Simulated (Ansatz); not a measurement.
H4OPSb, SMILES `P[O][SbH2]`. The species carries charge 0 and has multiplicity 1. Sb: def2 effective core potential.

```xyz
7

P     0.428   -1.542   -0.164
O     0.367    0.063    0.165
Sb   -1.378    0.910    0.588
H     1.161   -1.506   -1.388
H     1.594   -1.884    0.582
H    -0.607    2.320    1.174
H    -1.564    1.638   -0.956
```

Problem. What are the harmonic wavenumbers in cm⁻¹ at PBE0-D4/def2-TZVP (Ansatz, finite differences of forces, unscaled)? (An estimate is asked.)

Solution. Computed: 36, 97, 150, 497, 647, 656, 843, 875, 910, 995, 1129, 1934, 1963, 2347, 2355.

Problem. Is this a minimum?

Solution. Yes, all 15 modes are real.

Problem. Give the ideal-gas thermochemistry at 298.15 K and 1 bar (rigid rotor, harmonic oscillator; point group C1, symmetry number 1).

Solution. Zero-point energy 92.3 kJ/mol; H(298) − E = 110.1 kJ/mol; entropy 338.2 J/(mol·K), of which translation 173.1, rotation 107.9, vibration 57.2; G(298) − E = 9.2 kJ/mol. Modes under 100 cm⁻¹ are hindered rotations or soft bends, so the harmonic entropy is rough.

Problem. And at 400, 500, 600, 800 and 1000 K?

Solution. 
```
T (K)  H − E (kJ/mol)  S (J/mol/K)  G − E (kJ/mol)
  400           118.9        363.7           -26.5
  500           128.8        385.6           -64.0
  600           139.6        405.2          -103.6
  800           163.3        439.3          -188.1
 1000           189.1        468.0          -278.9
```
